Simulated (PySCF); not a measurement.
C$_{2}$H$_{6}$OZn, charge -1, doublet, at a GFN2-xTB geometry (such geometries of metal compounds can be far from the true shape) (a state made from the parent by changing its charge; the spin is typed, not shown lowest) (in this run its highest filled SCF level lies above zero, so its values depend strongly on the basis, on diffuse functions most of all), with bond 5-2 at 1.25 times its length; PBE/3-21G in PySCF.

Input for PySCF:
```python
from pyscf import gto, scf, dft

mol = gto.M(
    atom='''
Zn    0.585461    0.550808    0.086959
C    -0.388378   -1.303152   -1.032377
C    -1.801184   -1.048941   -1.534471
H    -0.418865   -2.108253   -0.288243
H     0.372570   -1.772362   -2.081490
H    -1.809970   -0.270638   -2.303352
H    -2.443865   -0.715485   -0.718113
H    -2.280219   -1.943053   -1.979287
O     0.227247    0.412428    2.138605
H     0.488119    1.004844    2.844133
''',
    basis='3-21g',
    charge=-1,
    spin=1,
    verbose=4,
)

mf = dft.UKS(mol)
mf.xc = 'pbe'
mf.kernel()
mo_i, mo_e, stable_i, stable_e = mf.stability(internal=True, external=False, return_status=True, nroots=6, tol=1e-6)
print('internally stable:', stable_i, ' externally stable:', stable_e)
if not stable_i:
    umf = mf.copy()
    umf.scf_summary = {}
    umf.kernel(umf.make_rdm1(mo_i, mf.mo_occ))
```

Write the output that PySCF gives for this input, abridged.


```
PySCF version 2.14.0

[INPUT] verbose = 4
[INPUT] num. atoms = 10
[INPUT] num. electrons = 57
[INPUT] charge = -1
[INPUT] spin (= nelec alpha-beta = 2S) = 1
[INPUT] symmetry False subgroup None
[INPUT] Mole.unit = angstrom
[INPUT] Symbol           X                Y                Z      unit          X                Y                Z       unit  Magmom
[INPUT]  1 Zn     0.585461000000   0.550808000000   0.086959000000 AA    1.106360946614   1.040876267219   0.164328694066 Bohr   0.0
[INPUT]  2 C     -0.388378000000  -1.303152000000  -1.032377000000 AA   -0.733928052806  -2.462600378679  -1.950909787300 Bohr   0.0
[INPUT]  3 C     -1.801184000000  -1.048941000000  -1.534471000000 AA   -3.403744459949  -1.982211210827  -2.899729936087 Bohr   0.0
[INPUT]  4 H     -0.418865000000  -2.108253000000  -0.288243000000 AA   -0.791540133166  -3.984020771293  -0.544700327323 Bohr   0.0
[INPUT]  5 H      0.372570000000  -1.772362000000  -2.081490000000 AA    0.704055262229  -3.349278773586  -3.933446031021 Bohr   0.0
[INPUT]  6 H     -1.809970000000  -0.270638000000  -2.303352000000 AA   -3.420347593679  -0.511431698900  -4.352704448469 Bohr   0.0
[INPUT]  7 H     -2.443865000000  -0.715485000000  -0.718113000000 AA   -4.618235535410  -1.352070696234  -1.357036896490 Bohr   0.0
[INPUT]  8 H     -2.280219000000  -1.943053000000  -1.979287000000 AA   -4.308989414030  -3.671838015515  -3.740310351912 Bohr   0.0
[INPUT]  9 O      0.227247000000   0.412428000000   2.138605000000 AA    0.429434592629   0.779375966102   4.041377738625 Bohr   0.0
[INPUT] 10 H      0.488119000000   1.004844000000   2.844133000000 AA    0.922411226197   1.898879957912   5.374632431838 Bohr   0.0

nuclear repulsion = 218.507637863096
number of shells = 38
number of NR pGTOs = 117
number of NR cGTOs = 66
basis = 3-21g
ecp = {}

******** <class 'pyscf.dft.uks.UKS'> ********
method = UKS
initial guess = minao
damping factor = 0
level_shift factor = 0
DIIS = <class 'pyscf.scf.diis.CDIIS'>
diis_start_cycle = 1
diis_space = 8
diis_damp = 0
SCF conv_tol = 1e-09
SCF conv_tol_grad = None
SCF max_cycles = 50
direct_scf = True
direct_scf_tol = 1e-13
number electrons alpha = 29  beta = 28
XC library pyscf.dft.libxc version 7.1.2
    S. Lehtola, C. Steigemann, M. J. T. Oliveira, and M. A. L. Marques,  SoftwareX 7, 1–5 (2018)
XC functionals = pbe
    J. P. Perdew, K. Burke, and M. Ernzerhof,  Phys. Rev. Lett. 77, 3865 (1996)
    J. P. Perdew, K. Burke, and M. Ernzerhof,  Phys. Rev. Lett. 78, 1396 (1997)
    J. P. Perdew, K. Burke, and M. Ernzerhof,  Phys. Rev. Lett. 77, 3865 (1996)
    J. P. Perdew, K. Burke, and M. Ernzerhof,  Phys. Rev. Lett. 78, 1396 (1997)
radial grids:
    Treutler-Ahlrichs [JCP 102, 346 (1995); DOI:10.1063/1.469408] (M4) radial grids

becke partition: Becke, JCP 88, 2547 (1988); DOI:10.1063/1.454033
pruning grids: <function nwchem_prune>
grids dens level: 3
symmetrized grids: False
atomic radii adjust function: <function treutler_atomic_radii_adjust>
small_rho_cutoff = 0
Set gradient conv threshold to 3.16228e-05
tot grids = 121808
init E= -1922.47667843589

cycle= 1 E= -1923.86934727679  delta_E= -1.39  |g|= 0.809  |ddm|=  1.9
cycle= 2 E= -1918.77168973614  delta_E=  5.1  |g|= 2.33  |ddm|=    4
cycle= 3 E= -1923.86549953353  delta_E= -5.09  |g|= 0.679  |ddm|= 3.81
cycle= 4 E= -1924.12987957429  delta_E= -0.264  |g|= 0.241  |ddm|= 1.05
cycle= 5 E= -1924.14298585173  delta_E= -0.0131  |g|= 0.228  |ddm|= 0.577
cycle= 6 E= -1924.16893348923  delta_E= -0.0259  |g|= 0.0852  |ddm|= 0.278
cycle= 7 E= -1924.17248835518  delta_E= -0.00355  |g|= 0.0297  |ddm|= 0.0815
cycle= 8 E= -1924.1729554173  delta_E= -0.000467  |g|= 0.0119  |ddm|= 0.031
cycle= 9 E= -1924.1730134026  delta_E= -5.8e-05  |g|= 0.00378  |ddm|= 0.0143
cycle= 10 E= -1924.17302142626  delta_E= -8.02e-06  |g|= 0.00153  |ddm|= 0.00707
cycle= 11 E= -1924.17302293548  delta_E= -1.51e-06  |g|= 5.7e-05  |ddm|= 0.00265
cycle= 12 E= -1924.17302293861  delta_E= -3.12e-09  |g|= 4.59e-05  |ddm|= 0.00018
cycle= 13 E= -1924.17302293991  delta_E= -1.3e-09  |g|= 1.05e-05  |ddm|= 5.97e-05
cycle= 14 E= -1924.17302293999  delta_E= -7.91e-11  |g|= 3.93e-06  |ddm|= 2.38e-05
Extra cycle  E= -1924.17302293994  delta_E= 4.82e-11  |g|= 1.02e-05  |ddm|= 1.73e-05
converged SCF energy = -1924.17302293994  <S^2> = 0.75246271  2S+1 = 2.0024612
uhf_internal: lowest eigs of H = [0.13191427 0.15599905 0.16271589 0.18785873 0.19512964 0.20596539]
<class 'pyscf.dft.uks.UKS'> wavefunction is stable in the internal stability analysis
internally stable: True  externally stable: None
```
